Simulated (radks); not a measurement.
Values are calculated unless marked as measured or tabulated.
Q: Valence configurations of neutral tungsten (all share [Xe]). Level of theory: Dirac Kohn-Sham, PBE, spin-unpolarised, spherical densities, point nucleus; open shells are shared between the two j in proportion to 2j + 1 (a radial shooting solver on a logarithmic mesh with Libxc functionals). Order these by energy: 4f14 5d4 6s2; 4f13 5d5 6s2; 4f11 5d6 6s2 6p1; 4f13 5d6 6s1; 4f14 5d3 6s2 6p1; 4f14 5d3.5 6s2 6p0.5; 4f13 5d4 6s2 6p1; 4f13 5d5 6s1 6p1; 4f14 5d5 6s1; 4f14 5d6.

A: From the lowest, in eV above it: 4f14 5d4 6s2 0.000; 4f14 5d5 6s1 1.534; 4f14 5d3.5 6s2 6p0.5 1.760; 4f14 5d6 3.584; 4f14 5d3 6s2 6p1 3.973; 4f13 5d5 6s2 32.518; 4f13 5d6 6s1 33.221; 4f13 5d5 6s1 6p1 37.136; 4f13 5d4 6s2 6p1 37.659; 4f11 5d6 6s2 6p1 130.03. NIST lists [Xe] 4f14 5d4 6s2 as the ground configuration; this level of theory agrees among the configurations tried. The energies are those of spherical spin-averaged densities, not of single terms.
